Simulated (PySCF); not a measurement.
Ge(F)(Cl)(NH2)2 (ClFGeH4N2), SMILES [NH2][Ge]([Cl])([F])[NH2]. Geometry optimised at PBE-D3(BJ)/def2-SVP. One conformer was computed; it need not be the lowest.

All values below come from PBE-D3(BJ)/def2-SVP in PySCF.

Harmonic wavenumbers (cm⁻¹): 87, 149, 177, 208, 222, 243, 268, 393, 422, 579, 678, 709, 736, 854, 888, 1472, 1495, 3441, 3475, 3538, 3587. Rotational constants (GHz): 3.296, 2.040, 1.961; symmetry number 1.

Q: Work out the zero-point energy and the ideal-gas rigid-rotor harmonic-oscillator thermochemistry at 298.15 K and 1 atm.

A: ZPE = ½ Σ hcν = ½ × 23619 cm⁻¹ = 141.27 kJ/mol. H − E(el) = 165.04 kJ/mol. Entropy in J/(mol K): translation 171.97, rotation 115.44, vibration 82.72, total 370.14. G − E(el) = 54.68 kJ/mol. Cp = 119.24 J/(mol K). Modes under 150 cm⁻¹ make the vibrational entropy uncertain.
